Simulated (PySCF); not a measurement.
quinoxaline (C8H6N2), SMILES c1ccc2nccnc2c1. Geometry: PBE-D3(BJ)/def2-SVP.

Question: Give the equilibrium geometry at PBE-D3(BJ)/def2-SVP (PySCF confirms it by a frequency run) as a Z-matrix, and its point group. (Estimate from the structure and the level; the computed values follow.)

Answer: point group C2v.
```
C
N 1 1.3667
C 2 1.3227 1 116.41
H 3 1.1057 2 117.54 1 180.00
C 1 1.4244 2 119.68 3 180.00
C 5 1.3868 1 120.03 2 180.00
H 5 1.0998 6 122.32 1 180.00
H 6 1.1006 5 119.94 7 0.00
C 6 1.4237 8 119.39 5 180.00
C 9 1.3868 6 120.67 8 180.00
H 10 1.0998 9 122.32 6 180.00
H 9 1.1006 10 119.94 11 0.00
C 10 1.4244 11 117.65 9 180.00
N 13 1.3667 10 119.68 11 0.00
C 14 1.3227 13 116.41 10 180.00
H 15 1.1057 14 117.54 13 180.00
```
